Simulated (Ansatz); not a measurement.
Born–Oppenheimer molecular dynamics of H6OW (8 atoms, charge 0, multiplicity 1). It starts from a relaxed structure.

Theory: RKS PBE-D4/def2-SVP in Ansatz 0.2.0.

```json
{"ensemble": "NVT, Langevin thermostat", "time step": "1 fs", "steps asked": "500", "set temperature": "50 K", "friction": "1 /fs", "seed": "845565"}
```

Frames 5 fs apart, positions in Å, forces in eV/Å.

Velocities at 60 fs (Å/ps):

```
W 0.38 -0.87 -0.01
O 1.66 -1.04 -0.71
H -13.61 -12.48 1.84
H 6.58 -2.31 7.39
H 4.40 5.79 -3.84
H -15.01 -8.08 3.68
H -7.99 2.13 -9.31
H 5.81 -5.24 -6.41
```

```xyz
8
Properties=species:S:1:pos:R:3:forces:R:3 time_fs=60 energy_less_start_eV=0.041 T=66
W 0.230 0.168 0.245 0.52 -0.62 0.01
O -0.350 0.191 2.023 0.68 0.41 -0.02
H -1.058 -0.302 2.443 -0.64 -0.37 0.32
H 1.735 -0.681 0.046 -0.20 0.25 0.11
H 0.271 1.737 -0.391 -0.15 0.30 -0.14
H -1.139 -0.764 0.086 -0.05 0.02 -0.16
H 0.315 -1.121 -0.851 -0.20 -0.03 -0.01
H -0.773 0.416 -1.093 0.05 0.03 -0.12
8
Properties=species:S:1:pos:R:3:forces:R:3 time_fs=65 energy_less_start_eV=0.042 T=62
W 0.230 0.168 0.246 0.36 -0.72 0.13
O -0.353 0.189 2.029 0.50 0.30 -0.02
H -1.069 -0.307 2.443 -0.42 -0.23 0.20
H 1.760 -0.672 0.092 -0.39 0.26 0.03
H 0.278 1.740 -0.394 -0.20 0.22 -0.11
H -1.147 -0.793 0.124 0.14 0.23 -0.23
H 0.278 -1.107 -0.863 -0.07 -0.07 0.02
H -0.760 0.412 -1.109 0.07 0.01 -0.02
8
Properties=species:S:1:pos:R:3:forces:R:3 time_fs=70 energy_less_start_eV=0.048 T=46
W 0.229 0.168 0.245 0.75 -0.59 0.32
O -0.357 0.187 2.029 0.29 0.14 0.16
H -1.074 -0.312 2.456 -0.13 -0.03 -0.01
H 1.750 -0.689 0.068 -0.41 0.28 0.07
H 0.291 1.743 -0.406 -0.21 0.13 -0.05
H -1.141 -0.771 0.143 -0.10 0.07 -0.33
H 0.269 -1.111 -0.866 -0.11 -0.02 0.04
H -0.755 0.425 -1.092 -0.09 0.00 -0.21
8
Properties=species:S:1:pos:R:3:forces:R:3 time_fs=75 energy_less_start_eV=0.047 T=59
W 0.228 0.169 0.248 0.14 -0.15 -0.37
O -0.368 0.188 2.022 -0.06 -0.09 0.49
H -1.090 -0.313 2.458 0.18 0.19 -0.20
H 1.716 -0.687 0.084 -0.04 0.11 0.05
H 0.313 1.764 -0.425 -0.24 -0.20 0.13
H -1.145 -0.778 0.122 0.02 0.14 -0.28
H 0.292 -1.101 -0.883 -0.15 0.02 0.14
H -0.768 0.426 -1.109 0.15 -0.02 0.05
8
Properties=species:S:1:pos:R:3:forces:R:3 time_fs=80 energy_less_start_eV=0.053 T=56
W 0.227 0.170 0.249 -0.23 -0.19 -0.77
O -0.375 0.183 2.016 0.69 0.45 0.11
H -1.095 -0.282 2.451 -0.60 -0.34 0.25
H 1.717 -0.684 0.093 -0.06 0.13 0.06
H 0.295 1.783 -0.431 -0.19 -0.42 0.21
H -1.158 -0.786 0.091 0.26 0.28 -0.16
H 0.293 -1.118 -0.868 -0.10 0.09 0.16
H -0.765 0.407 -1.124 0.24 0.00 0.13
8
Properties=species:S:1:pos:R:3:forces:R:3 time_fs=85 energy_less_start_eV=0.053 T=72
W 0.227 0.168 0.250 0.17 -0.27 -0.13
O -0.378 0.186 2.022 -0.37 -0.33 0.64
H -1.105 -0.327 2.458 0.49 0.43 -0.40
H 1.732 -0.692 0.101 -0.23 0.23 0.06
H 0.277 1.788 -0.403 -0.16 -0.41 0.14
H -1.163 -0.782 0.115 0.25 0.25 -0.23
H 0.297 -1.125 -0.856 -0.13 0.09 0.11
H -0.739 0.409 -1.107 -0.04 0.01 -0.18
8
Properties=species:S:1:pos:R:3:forces:R:3 time_fs=90 energy_less_start_eV=0.041 T=27
W 0.227 0.167 0.250 0.56 0.16 0.14
O -0.382 0.184 2.026 0.13 -0.06 0.25
H -1.077 -0.333 2.479 0.03 0.13 -0.16
H 1.713 -0.668 0.104 0.10 -0.01 0.03
H 0.267 1.774 -0.379 -0.14 -0.17 0.00
H -1.123 -0.738 0.107 -0.52 -0.30 -0.31
H 0.280 -1.135 -0.860 -0.07 0.20 0.20
H -0.709 0.401 -1.130 -0.09 0.04 -0.14
8
Properties=species:S:1:pos:R:3:forces:R:3 time_fs=95 energy_less_start_eV=0.030 T=42
W 0.225 0.167 0.250 0.40 -0.52 0.34
O -0.379 0.184 2.032 0.08 -0.10 0.15
H -1.077 -0.337 2.481 0.09 0.18 -0.20
H 1.720 -0.670 0.097 -0.02 0.05 0.05
H 0.249 1.739 -0.379 -0.07 0.27 -0.15
H -1.146 -0.723 0.080 -0.29 -0.21 -0.21
H 0.269 -1.152 -0.847 -0.05 0.27 0.19
H -0.698 0.407 -1.134 -0.14 0.05 -0.18
8
Properties=species:S:1:pos:R:3:forces:R:3 time_fs=100 energy_less_start_eV=0.022 T=71
W 0.228 0.165 0.248 0.16 -0.28 0.15
O -0.373 0.187 2.031 -0.17 -0.33 0.28
H -1.060 -0.352 2.493 0.30 0.36 -0.35
H 1.724 -0.668 0.096 -0.01 0.08 0.06
H 0.256 1.755 -0.385 -0.08 0.02 -0.06
H -1.145 -0.744 0.048 -0.09 -0.07 -0.10
H 0.294 -1.140 -0.847 -0.07 0.15 0.11
H -0.703 0.401 -1.140 -0.05 0.07 -0.10
8
Properties=species:S:1:pos:R:3:forces:R:3 time_fs=105 energy_less_start_eV=0.022 T=51
W 0.229 0.164 0.245 0.05 0.16 0.37
O -0.370 0.187 2.027 0.53 0.22 -0.16
H -1.049 -0.325 2.485 -0.41 -0.20 0.13
H 1.722 -0.668 0.112 0.06 0.02 -0.01
H 0.266 1.768 -0.368 -0.08 -0.08 -0.08
H -1.127 -0.754 0.029 -0.24 -0.06 -0.04
H 0.253 -1.140 -0.815 0.07 -0.10 -0.16
H -0.712 0.413 -1.142 0.02 0.05 -0.05
8
Properties=species:S:1:pos:R:3:forces:R:3 time_fs=110 energy_less_start_eV=0.033 T=50
W 0.228 0.161 0.245 -0.60 0.01 0.39
O -0.371 0.185 2.022 0.26 0.07 0.17
H -1.040 -0.331 2.503 -0.18 -0.04 -0.05
H 1.705 -0.667 0.114 0.27 -0.09 -0.03
H 0.206 1.726 -0.382 0.04 0.37 -0.17
H -1.155 -0.757 0.030 0.10 0.09 0.01
H 0.245 -1.106 -0.826 0.08 -0.38 -0.35
H -0.697 0.421 -1.157 0.03 -0.02 0.03
8
Properties=species:S:1:pos:R:3:forces:R:3 time_fs=115 energy_less_start_eV=0.028 T=56
W 0.228 0.162 0.249 -0.24 0.24 -0.47
O -0.370 0.178 2.025 0.34 0.10 0.02
H -1.047 -0.334 2.492 -0.29 -0.12 0.06
H 1.726 -0.693 0.101 -0.11 0.18 0.04
H 0.166 1.761 -0.392 0.14 -0.14 0.07
H -1.148 -0.735 0.004 -0.05 -0.09 0.06
H 0.264 -1.117 -0.848 0.01 -0.08 -0.08
H -0.714 0.431 -1.169 0.20 -0.08 0.30
```

Of the whole run (500 fs, mean temperature of the second half 51 K): A run of 0.5 ps of so small a system gives no equilibrium averages. The friction is so strong that the motion is overdamped, so the time scale means little.

Time of the run: 14 min on 1 thread of Intel(R) Xeon(R) 6975P-C (Granite Rapids), on a shared host, peak memory 0.15 GiB.
